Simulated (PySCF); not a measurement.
**Oxygen: a sound run and one with changed settings**

Sound run: O⁺ [He] 2s2 2p3, O²⁺ [He] 2s2 2p2. Computed with PySCF 2.14 in cc-pVTZ (4s3p2d1f, 30 functions), with the non-relativistic Hamiltonian (point nucleus). The sound run starts from symmetry-adapted Hartree-Fock orbitals and uses a fine grid where one is needed.

Changed run: radial step 0.8 in ln r (0.13 in the sound run). This setting is unsound on purpose.

| species | method | sound run (hartree) | changed run (hartree) | converged |
| --- | --- | --- | --- | --- |
| O⁺ | UHF | -74.37037 | -74.37037 | yes |
| O⁺ | PBE0 | -74.50697 | -74.52068 | yes |
| O⁺ | BP86 | -74.56127 | -74.58290 | yes |
| O²⁺ | UHF | -73.10003 | -73.10003 | yes |
| O²⁺ | PBE0 | -73.20936 | -73.22078 | yes |
| O²⁺ | BP86 | -73.26491 | -73.28560 | yes |

Ionisation energy of O⁺:

```
method  sound run (eV)  changed run (eV)
   UHF          34.568            34.568
  PBE0          35.310            35.372
  BP86          35.276            35.301
```

A coarse radial grid mis-integrates the density and the exchange-correlation energy, with errors of either sign; Hartree-Fock needs no grid.

For comparison, NIST gives 35.121 eV between the lowest levels.
